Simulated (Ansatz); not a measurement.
## Match the barriers

Saddle point of SiH3BrClF, closed shell (SiH₂ClF ([F][SiH2][Cl]) + HBr → SiH₂BrCl ([Cl][SiH2][Br]) + HF; bonds formed: Si1–Br7, F2–H6; bonds broken: Si1–F2, H6–Br7), PBE0-D4/def2-TZVP structure:

Si1  (-0.160, 0.522, 0.172)
F2  (0.436, -1.300, 0.514)
H3  (-1.338, 1.165, -0.433)
H4  (1.139, 1.201, 0.150)
Cl5  (-0.793, 0.513, 2.144)
H6  (0.537, -1.512, -0.475)
Br7  (0.178, -0.589, -2.074)
(Å)

Ansatz 0.2.0; basis: def2-TZVPP, with def2-QZVPP for the basis limit; cores frozen in the correlated methods. Filled d shells of the heavier atoms are correlated. The def2 sets are not built for correlating such inner shells, so the correlated values are less sure here. Extrapolation: Hartree–Fock as exp(−7.88 √X), correlation as X^−2.97. Four methods, as single points on the PBE0-D4 structures, gave these electronic barriers from the start structure: 123.6, 141.3, 167.2, 223.7 kJ/mol.

(1) The methods were, in alphabetical order, CCSD(T), HF, PBE-D4, r2SCAN-D4. Which gave which? (Judge from chemistry; the calculation decides.)

The T1 diagnostic stays at or below 0.010.

Answers

(1) By the calculation: PBE-D4 123.6; r2SCAN-D4 141.3; CCSD(T) 167.2; HF 223.7 kJ/mol. For comparison, CCSD(T) at an estimated basis limit (MP2 extrapolated from triple and quadruple zeta, plus CCSD(T) − MP2 in triple zeta) gives 160.3 kJ/mol.

Labels in which every atom is bracketed show which atoms are joined, not bond orders.

For scale, one of the runs: CCSD(T)/def2-TZVPP, 205 basis functions (an equivalent command: `ansatz run in.yaml --threads 4`). Hardware: 4 CPU threads, shared host. Wall time 67 s; peak host memory 2.6 GiB.
